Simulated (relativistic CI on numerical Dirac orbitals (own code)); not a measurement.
# Electric-dipole lines of Pt LIV

Calculated at this level of theory: Dirac-Coulomb-Breit CI, orbitals from a KLI potential per configuration, a model potential for QED, unscaled Slater integrals (own radial code, finite nucleus).

Configurations in the expansion (outside the closed core [Ne]): 3s²3p⁶3d⁷, 3s²3p⁵3d⁸, 3s²3p⁴3d⁹, 3s3p⁶3d⁸, 3p⁶3d⁹, 3s3p⁵3d⁹, 3s²3p⁶3d⁶4s, 3s²3p⁶3d⁶4p, 3s²3p⁴3d⁸4s, 3s²3p⁶3d⁶4d, 3s²3p⁴3d⁸4p, 3s²3p⁵3d⁷4s, 3s²3p⁶3d⁶4f, 3s²3p⁴3d⁸4d, 3s3p⁵3d⁸4s, 3s²3p⁵3d⁷4p, 3s3p⁵3d⁸4p, 3s²3p⁵3d⁷4d, 3s²3p⁶3d⁵4s², 3s3p⁵3d⁸4d, 3s3p⁶3d⁷4s, 3p⁶3d⁸4s, 3s²3p⁵3d⁷4f, 3s²3p⁶3d⁵4s4p, 3p⁶3d⁸4p, 3s²3p⁶3d⁶5s, 3s3p⁶3d⁷4p, 3s²3p⁶3d⁵4p², 3s²3p⁶3d⁶5p, 3s²3p⁵3d⁶4s², 3p⁶3d⁸4d, 3s²3p⁶3d⁶5d, 3s²3p⁶3d⁶5f, 3s3p⁶3d⁶4s², 3s²3p⁵3d⁷5s, 3s²3p⁶3d⁶6s. Levels of other configurations are missing.

```tsv
λ vac (nm)	Lower	Upper	A (s⁻¹)	log gf	S velocity/length
0.50637	3s²3p⁶3d⁷ ⁴F9/2 [1]	3s²3p⁵3d⁷4s ⁴F°9/2 [398]	1.22e+13	-0.33	0.97
0.51344	3s²3p⁶3d⁷ ⁴F9/2 [1]	3s²3p⁵3d⁷4s ²G°9/2 [370]	1.80e+13	-0.15	0.97
0.51474	3s²3p⁶3d⁷ ²D5/2 [3]	3s²3p⁵3d⁷4s ²F°7/2 [383]	2.47e+13	-0.11	0.97
0.51581	3s²3p⁶3d⁷ ⁴F9/2 [1]	3s²3p⁵3d⁷4s ⁴G°11/2 [347]	2.02e+13	-0.02	0.97
0.55957	3s²3p⁶3d⁷ ⁴F9/2 [1]	3s²3p⁶3d⁶4p ⁴F°9/2 [213]	1.00e+13	-0.33	0.99
0.57300	3s²3p⁶3d⁷ ⁴F9/2 [1]	3s²3p⁶3d⁶4p ²H°11/2 [193]	1.13e+13	-0.17	0.97
1.5075	3s²3p⁶3d⁷ ²H9/2 [15]	3s²3p⁵3d⁸ ²F°7/2 [66]	6.00e+12	0.21	0.95
1.5238	3s²3p⁶3d⁷ ⁴F9/2 [5]	3s²3p⁵3d⁸ ²G°9/2 [50]	2.34e+12	-0.09	0.97
1.5408	3s²3p⁶3d⁷ ²H11/2 [9]	3s²3p⁵3d⁸ ²G°9/2 [50]	6.41e+12	0.36	0.94
1.5414	3s²3p⁶3d⁷ ²F7/2 [10]	3s²3p⁵3d⁸ ²F°5/2 [52]	5.13e+12	0.04	0.95
1.5436	3s²3p⁵3d⁸ ²H°11/2 [35]	3s²3p⁴3d⁹ ²G9/2 [93]	7.46e+12	0.43	0.78
1.5462	3s²3p⁶3d⁷ ⁴F9/2 [5]	3s²3p⁵3d⁸ ⁴D°7/2 [49]	2.49e+12	-0.15	0.95
1.8178	3s²3p⁵3d⁸ ⁴G°11/2 [20]	3s3p⁶3d⁸ ⁴F9/2 [76]	4.44e+12	0.34	0.76
2.4692	3s²3p⁶3d⁷ ⁴F9/2 [1]	3s²3p⁵3d⁸ ⁴D°7/2 [25]	2.50e+12	0.26	0.93
2.4910	3s²3p⁶3d⁷ ⁴F7/2 [4]	3s²3p⁵3d⁸ ⁴D°5/2 [37]	1.38e+12	-0.11	0.94
2.4954	3s²3p⁶3d⁷ ⁴F9/2 [5]	3s²3p⁵3d⁸ ²G°7/2 [38]	2.11e+12	0.20	0.92
2.5199	3s²3p⁶3d⁷ ²D5/2 [3]	3s²3p⁵3d⁸ ²P°3/2 [28]	1.80e+12	-0.16	0.95
2.5303	3s²3p⁶3d⁷ ²H11/2 [9]	3s²3p⁵3d⁸ ²G°9/2 [40]	1.85e+12	0.25	0.91
2.5655	3s²3p⁶3d⁷ ²D5/2 [3]	3s²3p⁵3d⁸ ²D°5/2 [27]	1.28e+12	-0.12	0.97
2.6110	3s²3p⁶3d⁷ ⁴F9/2 [1]	3s²3p⁵3d⁸ ⁴F°9/2 [23]	1.26e+12	0.11	0.95
```

Terms are leading LS components. Brackets give the number of a level in order of energy, since labels repeat. The list gives strong lines, with weight on those to low levels, among the lowest 400 of 9866 levels, so that lines to higher ones, which can be the strongest, are missing. Levels whose partners in the same complex of configurations lie outside the list can be far off, and so can their lines. Rates are taken at the computed energies, electric ones in the length gauge. A velocity-to-length ratio far from 1 marks an uncertain rate.

At this charge energies of transitions that change n are usually good to better than 1 %, and those within a shell (Δn = 0) to a few per cent.

LS names give the leading component of a level, which can be under half, so a name can repeat, a term be missing and a line seem to break the LS rules.
